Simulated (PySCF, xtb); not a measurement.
Si(Me)(vinyl)(OH)2 (C3H8O2Si), SMILES C=C[Si](C)(O)O. The values are those of a single conformer.

Harmonic wavenumbers (cm⁻¹) from GFN2-xTB in xtb at its own minimum, in rising order: 34, 88, 133, 157, 162, 215, 248, 279, 286, 372, 506, 642, 746, 785, 809, 819, 836, 893, 920, 932, 1013, 1038, 1283, 1382, 1425, 1487, 1493, 1675, 3038, 3040, 3046, 3066, 3069, 3091, 3670, 3707.

What does PBE0-D3(BJ)/def2-SVP run with PySCF 2.14.0 give at its own minimum? (Estimate from the structure and the level; the computed values follow.)

69, 115, 136, 171, 218, 231, 250, 280, 342, 407, 549, 633, 718, 744, 779, 793, 852, 898, 954, 1002, 1003, 1053, 1269, 1274, 1414, 1424, 1427, 1685, 3059, 3134, 3153, 3162, 3170, 3232, 3933, 3945. Paired by order, the mean absolute difference is 53 cm⁻¹ and the zero-point energies are 66.3 and 67.9 kcal/mol.
